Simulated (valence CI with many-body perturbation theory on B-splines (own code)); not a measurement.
## Sm12+: electric-dipole lines

Computed by configuration interaction combined with many-body perturbation theory (CI+MBPT): four valence electrons over a frozen Dirac-Fock core [Kr] 4d10, a basis of 7 s, 7 p, 7 d, 7 f, 4 g, 2 h functions for each j, with the one-electron correlation potential Σ1, the two-electron term Σ2, the three-electron term Σ3, Breit, model QED; selected CI, second order for the rest, scaled by the run's own slope (own B-spline code, finite nucleus).

No measured spectrum was set against this ion. As an estimate, terms of the open shell hold to a few per cent of their energy, and close levels can change places; configurations with another count of f electrons can be misplaced by thousands of cm⁻¹.

Lines 1 to 50 of 530 in falling wavelength, among levels below 242520 cm⁻¹, chosen from the strongest by gf and those to the six lowest levels. Wavelengths and rates use the calculated energies, so an error of 2000 cm⁻¹ moves a line at 2752 Å by 5.5 % and its rate by three times that or more. Electric multipoles are in the length gauge, E1 and E2 with the static RPA response of the core. Weak lines are less certain than strong ones. Lines between different terms over intervals too small for the method are left out, as are lines whose strength nearly cancels. Where a level lies close to another of its J and parity, the split of strength between their lines is uncertain. The highest levels of a list are the least certain.

Names give the largest LS component (configuration and term), which can be under half, so a name can repeat, a term be missing and a line seem to break the LS rules; names also repeat where a configuration has a term twice. Letters in brackets count levels of one name in rising energy.

```csv
λ vac (Å),Upper,Lower,A (s⁻¹),S (a.u.) with core polarisation,S without
2752,4f²5s5p ³K°_6,4f5s²5p ³G_5,4.87e+04,6.51e-03,8.25e-03
2562,4f²5s5p ³H°_5 [c],4f5s²5p ¹G_4,3.34e+04,3.05e-03,3.86e-03
2440,4f⁴ ⁵G_6,4f²5s5p ³I°_6 [a],2.62e+04,2.45e-03,3.18e-03
2395,4f²5s5p ⁵G°_3 [b],4f5s²5p ³D_2,5.23e+04,2.48e-03,3.11e-03
2344,4f²5s5p ⁵G°_6 [a],4f5s²5p ³G_5,9.91e+04,8.19e-03,1.02e-02
2220,4f²5s5p ⁵H°_4 [a],4f5s²5p ³G_4,4.55e+04,2.21e-03,2.76e-03
2164,4f²5s5p ³D°_1 [c],4f5s²5p ¹D_2,1.42e+05,2.14e-03,2.69e-03
2154,4f5s²5p ¹G_4,4f³5s ¹H°_5 [b],4.67e+04,2.07e-03,2.66e-03
2154,4f²5s5p ³H°_5 [a],4f5s²5p ³G_4,5.06e+04,2.74e-03,3.39e-03
2111,4f²5s5p ⁵H°_4 [a],4f5s²5p ³F_3 [a],4.92e+04,2.06e-03,2.55e-03
2072,4f²5s5p ⁵H°_3,4f5s²5p ³F_2,1.30e+05,4.01e-03,5.00e-03
2050,4f5s²5p ¹D_2,4f³5s ¹D°_2 [b],1.25e+05,2.65e-03,3.41e-03
1979,4f5s²5p ³G_5,4f³5s ³H°_6 [b],4.91e+04,2.07e-03,2.65e-03
1907,4f²5s5p ³H°_6 [b],4f5s²5p ³G_5,4.40e+04,1.96e-03,2.39e-03
1904,4f²5s5p ³F°_4 [b],4f5s²5p ¹G_4,1.86e+05,5.69e-03,7.18e-03
1894,4f²5s5p ⁵H°_3,4f5s²5p ³G_3,1.63e+05,3.83e-03,4.79e-03
1853,4f²5s5p ⁵G°_5 [a],4f5s²5p ³G_4,4.74e+04,1.64e-03,2.06e-03
1836,4f²5s5p ⁵G°_5 [b],4f5s²5p ³F_4,6.21e+04,2.09e-03,2.66e-03
1809,4f⁴ ⁵G_6,4f²5s5p ³H°_6 [a],4.93e+04,1.87e-03,2.43e-03
1808,4f²5s5p ⁵H°_4 [a],4f5s²5p ³G_3,7.91e+04,2.08e-03,2.56e-03
1805,4f²5s5p ³G°_3 [c],4f5s²5p ³D_2,3.43e+05,6.96e-03,8.71e-03
1791,4f²5s5p ³F°_3 [b],4f5s²5p ³D_3,1.50e+05,2.98e-03,3.74e-03
1782,4f²5s5p ⁵D°_3 [a],4f5s²5p ³F_3 [a],1.05e+05,2.05e-03,2.54e-03
1773,4f²5s5p ³D°_1 [c],4f5s²5p ³D_1,5.09e+05,4.20e-03,5.26e-03
1755,4f²5s5p ³G°_5 [b],4f5s²5p ³F_4,6.78e+04,1.99e-03,2.53e-03
1732,4f²5s5p ³F°_4 [b],4f5s²5p ³D_3,2.90e+05,6.70e-03,8.46e-03
1720,4f²5s5p ³F°_2 [e],4f5s²5p ³D_1,3.55e+05,4.45e-03,5.53e-03
1713,4f²5s5p ⁵F°_2,4f5s²5p ³F_2,1.53e+05,1.90e-03,2.36e-03
1700,4f²5s5p ⁵F°_1,4f5s²5p ³F_2,2.19e+05,1.59e-03,1.98e-03
1584,4f²5s5p ³G°_3 [c],4f5s²5p ³F_3 [b],2.86e+05,3.93e-03,5.02e-03
1573,4f²5s5p ³F°_4 [b],4f5s²5p ³F_4,1.36e+05,2.35e-03,3.02e-03
1572,4f²5s5p ³F°_2 [e],4f5s²5p ³D_2,1.59e+05,1.52e-03,1.97e-03
1569,4f²5s5p ³G°_4 [b],4f5s²5p ³F_3 [b],1.04e+05,1.79e-03,2.32e-03
1532,4f²5s5p ³F°_4 [a],4f5s²5p ³F_3 [a],1.23e+05,1.96e-03,2.43e-03
1511,4f²5s5p ³G°_3 [b],4f5s²5p ³F_3 [a],1.42e+05,1.69e-03,2.11e-03
1372,4f5s²5p ¹G_4,4f³5s ³G°_5 [a],1.31e+05,1.50e-03,1.92e-03
1323,4f²5s5p ³F°_2 [c],4f5s²5p ³F_3 [a],2.19e+05,1.25e-03,1.55e-03
1276,4f5s²5p ³G_5,4f³5s ³H°_6 [a],2.36e+05,2.65e-03,3.40e-03
1254,4f²5s5p ³I°_5 [b],4f5s²5p ³G_4,4.72e+05,5.05e-03,6.30e-03
1213,4f³5s ¹K°_7,4f²5s² ¹I_6,9.08e+04,1.20e-03,1.44e-03
1158,4f³5s ⁵F°_4,4f²5s² ³F_3,1.29e+04,8.93e-05,1.11e-04
1155,4f³5s ⁵F°_5,4f²5s² ³F_4,3.62e+04,3.03e-04,3.78e-04
1144,4f²5s5p ⁵H°_5,4f5s²5p ³G_4,1.54e+05,1.25e-03,1.58e-03
1115,4f³5s ³H°_5 [a],4f²5s² ³F_4,1.05e+04,7.86e-05,9.66e-05
1090,4f³5s ³I°_7 [a],4f²5s² ³H_6,8.13e+03,7.79e-05,9.04e-05
1085,4f³5s ³I°_6 [a],4f²5s² ³H_5,1.51e+04,1.23e-04,1.47e-04
1081,4f³5s ³I°_5 [a],4f²5s² ³H_4,1.61e+04,1.11e-04,1.34e-04
1061,4f⁴ ³D_3,4f³5s ³F°_4 [b],5.90e+05,2.44e-03,3.02e-03
1061,4f³5s ⁵F°_5,4f²5s² ³H_5,1.20e+04,7.77e-05,9.38e-05
1058,4f³5s ⁵G°_4,4f²5s² ³F_3,3.50e+04,1.84e-04,2.28e-04
```
